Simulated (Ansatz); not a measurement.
Basis-set extrapolation for H11NSi4, SMILES `[SiH3][SiH2]N[SiH2][SiH3]` (PBE0-D4/def2-TZVP geometry, frozen core, the Gaussian-basis code of Ansatz). Multiplicity 1, RHF reference.

|  | def2-TZVPP | def2-QZVPP |
| --- | --- | --- |
| HF | -1216.690322 | -1216.729509 |
| MP2 correlation | -0.719175 | -0.771369 |
| CCSD(T) correlation | -0.837511 | not run |

Energies in hartree. Use E(X) = E(∞) + A·exp(−7.88·√X) for Hartree–Fock and E(X) = E(∞) + B·X^(−2.97) for correlation, with X = 3 and 4, and add CCSD(T) minus MP2 of the smaller set to the MP2 limit.

Q: What is the CCSD(T) energy at the basis-set limit?

A: HF limit: -1216.729509 + (-0.039187) × 0.13774 = -1216.73491. MP2 limit: -0.771369 + (-0.052194) × 0.74074 = -0.81003. Higher-order term: -0.837511 − (-0.719175) = -0.11834. Total: -1217.66328 hartree, 355.6 kJ/mol below CCSD(T)/def2-TZVPP.
